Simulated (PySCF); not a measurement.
ClH₄InN₂. Atoms are numbered in the order given.

```xyz
8

In    -0.2868     0.0267     0.0000
Cl     2.0712    -0.0150     0.0000
N     -1.1383    -0.1383     1.8267
H     -0.5485     0.1716     2.5950
H     -2.0627     0.2699     1.9382
N     -1.1383    -0.1383    -1.8267
H     -2.0627     0.2699    -1.9382
H     -0.5485     0.1716    -2.5950
```
Charge 0, spin multiplicity 1.

Coordinates come from a PBE0-D3(BJ)/def2-SVP optimisation. The structure was generated by enumeration; whether it is a known compound was not checked. The def2 effective core potentials stand for the cores of In; spin–orbit coupling is left out. One conformer was computed; it need not be the lowest.

These are r2SCAN/def2-TZVP run with PySCF values and carry that method's errors.

Atomic charges (e):

```tsv
atom	Mulliken	Löwdin
In1	0.88	0.12
Cl2	-0.42	0.03
N3	-0.71	-0.39
H4	0.25	0.16
H5	0.23	0.15
N6	-0.71	-0.39
H7	0.23	0.15
H8	0.25	0.16
```
